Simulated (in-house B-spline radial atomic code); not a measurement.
S⁺. Computed with a B-spline radial atomic code. Model: non-relativistic spherical atom: semilocal Troullier-Martins pseudo-atom, one channel per l, against all electrons, high spin, G0W0 and RPA with empty states to l = 8, local potential for every l without a channel, a model core (radius 0 = none) keeps its share of the functional.

What the tables leave out is listed at the end.

The pseudopotential gives back the lowest level of each angular momentum of its own functional in the configuration it was made in; a second state of the same l is only approximately right. Exact exchange, RPA and GW see the smooth pseudo-orbitals and miss the exchange with the core, for which the functional's share stands in. The column with an uncorrelated core keeps all orbitals and exact exchange, and so separates missing core correlation from pseudisation. Only the three outermost levels and the lowest empty one were computed. RPA here is direct RPA, with no exchange kernel, and its energies carry an (l + 1/2)⁻⁴ tail. A hybrid on a potential with a model core restores only its own semilocal share of the core's exchange.

Command:
```bash
python run_psgw.py task.json out
```
Settings (lengths in bohr, energies in hartree):
```
Z                      16
electrons              15
configuration          [Ne] 3s2 3p3
generated_in           [Ne] 3s2 3p4
functional             pbe,pbe
core_shells            1
radius_factor          1
core_correction        False
```

Cost of the run: 26 s on 1 thread of Arm Neoverse N1, with other jobs on the host.

Given: made with PBE; model core radius 0 bohr; local radius 0.406 bohr; mean-field start PBE.

Valence shells of the generating configuration: 2s, 2p, 3s, 3p.

Channel: s 0.39, p 0.5 (radii in bohr).

Computed: largest level miss in the spin-unpolarised generating configuration 0.078 eV; valence RPA correlation energy all-electron orbitals -0.75195 hartree; valence RPA correlation energy pseudo -0.73991 hartree; all-electron RPA polarisability, core included 9.4965 bohr³.

```
          level  occupied  mean-field all-electron (eV)  mean-field pseudo minus all (eV)  G0W0 all-electron (eV)  G0W0 uncorrelated core minus all (eV)  G0W0 pseudo minus all (eV)  exchange self-energy all-electron (eV)  exchange self-energy pseudo (eV)
          3p up         1                       -17.921                              0.13                 -23.153                                  0.006                       0.208                                 -21.117                            -20.73
        3s down         1                       -25.258                            -0.025                 -30.584                                  0.003                       -0.12                                 -18.105                           -17.758
3p down (empty)         0                       -14.658                             0.129                 -10.827                                  0.006                       0.159                                 -5.1327                            -4.827
```

(1) What is the pseudo-atom RPA polarisability?

Given: mean-field start PBE0.

Computed: valence RPA correlation energy all-electron orbitals -0.71865 hartree; valence RPA correlation energy pseudo -0.70718 hartree; pseudo-atom RPA polarisability 8.5517 bohr³.

| level | occupied | mean-field all-electron (eV) | mean-field pseudo minus all (eV) | G0W0 all-electron (eV) | G0W0 uncorrelated core minus all (eV) | G0W0 pseudo minus all (eV) | exchange self-energy all-electron (eV) | exchange self-energy pseudo (eV) |
| --- | --- | --- | --- | --- | --- | --- | --- | --- |
| 3p up | 1 | -19.491 | 0.15 | -23.392 | 0.006 | 0.21 | -21.088 | -20.705 |
| 3s down | 1 | -26.604 | -0.061 | -30.664 | 0.003 | -0.13 | -17.964 | -17.639 |
| 3p down (empty) | 0 | -13.32 | 0.129 | -10.602 | 0.005 | 0.153 | -4.8764 | -4.5982 |

(2) What is the all-electron RPA polarisability, core included?

Given: mean-field start Hartree-Fock.

Computed: valence RPA correlation energy all-electron orbitals -0.6419 hartree; valence RPA correlation energy pseudo -0.63185 hartree; all-electron RPA polarisability, core included 6.6225 bohr³.

| level | occupied | mean-field all-electron (eV) | mean-field pseudo minus all (eV) | G0W0 all-electron (eV) | G0W0 uncorrelated core minus all (eV) | G0W0 pseudo minus all (eV) | exchange self-energy all-electron (eV) | exchange self-energy pseudo (eV) |
| --- | --- | --- | --- | --- | --- | --- | --- | --- |
| 3p up | 1 | -23.468 | 0.216 | -23.789 | 0.005 | 0.217 | -20.88 | -20.503 |
| 3s down | ? | ? | ? | ? | ? | ? | ? | ? |
| 3s up | 1 | -38.434 | -0.156 | -35.748 | 0.002 | -0.117 | -27.084 | -26.759 |
| 3p down (empty) | 0 | -8.3481 | 0.12 | -10.146 | 0.004 | 0.14 | -3.8857 | -3.6826 |

(3) What belongs in the row 3s down?

(4) What is the pseudo-atom RPA polarisability?

Answers

(1) 9.6086 bohr³.

(2) 8.4487 bohr³.

(3) occupied: 1; mean-field all-electron (eV): -29.051; mean-field pseudo minus all (eV): -0.181; G0W0 all-electron (eV): -30.671; G0W0 uncorrelated core minus all (eV): 0.003; G0W0 pseudo minus all (eV): -0.162; exchange self-energy all-electron (eV): -17.471; exchange self-energy pseudo (eV): -17.222.

(4) 6.7093 bohr³.

Among the listed levels the largest G0W0 shift of the pseudo-atom is +0.22 eV, for 3p up on the Hartree-Fock start, while leaving the core uncorrelated moves that level by +0.01 eV. So pseudisation and the lost core exchange, not the missing core correlation, make the error. Not in the tables (levels of low weight, unsolved or above zero; the highest and the empty levels are kept at any weight): on PBE the G0W0 levels 3s up (pseudo minus all +0.12 eV, weights 0.25 and 0.26); on PBE0 the G0W0 levels 3s up (pseudo minus all -0.07 eV, weights 0.39 and 0.39).
